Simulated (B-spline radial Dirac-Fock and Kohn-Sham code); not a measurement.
# Binding energies of Sb⁵⁺ in different valence configurations

The computed values come from a B-spline atomic structure program: Dirac-Fock energy differences between relaxed states, corrected for Breit and QED terms. Correlation and solid-state effects are left out.

Reference: the tabulated ground configuration [Kr] 4d10, with 2s 4774.7 eV, 2p1/2 4451.5 eV, 2p3/2 4203.1 eV, 3s 1016.7 eV, 3p1/2 884.5 eV, 3p3/2 837.6 eV, Kα1 26357.6 eV, Kβ1 29723.0 eV.

Shifts from the reference in eV.

```
configuration  average energy      2s   2p1/2   2p3/2      3s   3p1/2   3p3/2    Kα1    Kβ1
 [Kr] 4d9 5p1          +42.72  +10.74  +10.71  +10.72  +10.28  +10.31  +10.28  -0.49  -0.05
 [Kr] 4d9 5s1          +30.95   +9.50   +9.44   +9.45   +9.02   +9.00   +8.97  -0.53  -0.05
```
